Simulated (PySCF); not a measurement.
2-methyl-1,3,2-dioxaborolane (C3H7BO2), SMILES CB1OCCO1.

Geometry optimised at PBE-D3(BJ)/def2-SVP. Other conformers were not sampled.

The numbers are results of PBE-D3(BJ)/def2-SVP (PySCF), not measurements.

Frequencies are harmonic and unscaled.

| mode | ν (cm⁻¹) | IR (km/mol) | moving atoms (share of kinetic energy) |
|---|---|---|---|
| 1 | 18 | 0.2 | H 96 % |
| 2 | 53 | 0.0 | H 45 %, O 31 %, C 24 % |
| 3 | 178 | 7.0 | O 34 %, H 30 %, C 28 % |
| 4 | 278 | 2.1 | H 33 %, C 28 %, O 27 %, B 11 % |
| 5 | 494 | 5.1 | B 43 %, H 35 %, O 20 % |
| 6 | 570 | 1.2 | C 60 %, O 17 %, H 16 % |
| 7 | 702 | 4.4 | O 43 %, C 41 %, H 15 % |
| 8 | 809 | 1.4 | H 70 %, C 22 %, O 8 % |
| 9 | 819 | 0.2 | H 76 %, C 18 % |
| 10 | 825 | 5.7 | O 79 %, C 12 % |
| 11 | 869 | 26.3 | H 47 %, B 32 %, C 19 % |
| 12 | 936 | 4.7 | C 63 %, H 31 % |
| 13 | 1034 | 5.9 | C 51 %, O 33 %, H 12 % |
| 14 | 1042 | 106.7 | C 52 %, O 39 % |
| 15 | 1113 | 0.1 | H 55 %, C 41 % |
| 16 | 1194 | 0.1 | H 95 % |
| 17 | 1196 | 2.4 | H 88 % |
| 18 | 1211 | 116.5 | H 43 %, B 31 %, C 16 %, O 10 % |
| 19 | 1225 | 38.4 | H 67 %, B 17 %, C 10 % |
| 20 | 1321 | 66.5 | H 67 %, C 24 % |
| 21 | 1366 | 60.3 | H 75 %, B 10 %, C 8 % |
| 22 | 1373 | 203.6 | H 39 %, B 37 %, C 14 %, O 10 % |
| 23 | 1395 | 54.7 | H 80 %, B 11 % |
| 24 | 1407 | 36.1 | H 67 %, B 19 % |
| 25 | 1455 | 24.0 | H 81 %, B 8 % |
| 26 | 1459 | 10.3 | H 89 % |
| 27 | 2965 | 39.9 | H 95 % |
| 28 | 2970 | 61.0 | H 94 % |
| 29 | 2982 | 1.7 | H 97 % |
| 30 | 3011 | 6.8 | H 90 %, C 10 % |
| 31 | 3029 | 47.0 | H 90 %, C 10 % |
| 32 | 3063 | 5.3 | H 91 %, C 9 % |
| 33 | 3095 | 6.2 | H 91 %, C 9 % |
